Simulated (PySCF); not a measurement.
PW91 on O⁻ (oxygen, charge -1), [He] 2s2 2p5, 2P determinant. All numbers are calculated (PySCF 2.14, the non-relativistic Hamiltonian (point nucleus), in aug-cc-pVTZ with one added diffuse shell each of s, p, d, f type (6s5p4d3f, 62 functions)).

```
cycle= 1 E= -74.8877278438958  delta_E= 0.228  |g|= 0.61  |ddm|= 1.25
cycle= 2 E= -74.5251705916059  delta_E= 0.363  |g|= 1.26  |ddm|= 2.28
cycle= 3 E= -75.0333421559957  delta_E= -0.508  |g|= 0.417  |ddm|=  1.2
cycle= 4 E= -75.1302118714496  delta_E= -0.0969  |g|= 0.0334  |ddm|= 0.562
cycle= 5 E= -75.1300421370745  delta_E= 0.00017  |g|= 0.0351  |ddm|= 0.122
cycle= 6 E= -75.1307881348201  delta_E= -0.000746  |g|= 0.00242  |ddm|= 0.0788
cycle= 7 E= -75.1307966330548  delta_E= -8.5e-06  |g|= 0.000634  |ddm|= 0.0143
cycle= 8 E= -75.1307967151026  delta_E= -8.2e-08  |g|= 0.000527  |ddm|= 0.00159
cycle= 9 E= -75.1307968646794  delta_E= -1.5e-07  |g|= 1.4e-05  |ddm|= 0.000712
cycle= 10 E= -75.1307968652321  delta_E= -5.53e-10  |g|= 1.59e-05  |ddm|= 0.000189
converged SCF energy = -75.1307968652321  <S^2> = 0.77096174  2S+1 = 2.020853
```

Highest occupied orbital energy: 2.045 eV; ⟨L²⟩ = 2.04; populations by l: s 4.00, p 5.00, d 0.00, f 0.00.

Problem. Can this result be used?

Solution. With care. The calculation finished and met its thresholds. At PW91 the highest occupied level has a positive energy, so only the finite basis holds that electron; in a semilocal or global hybrid functional this comes from self-interaction and does not mean that the real anion is unbound.
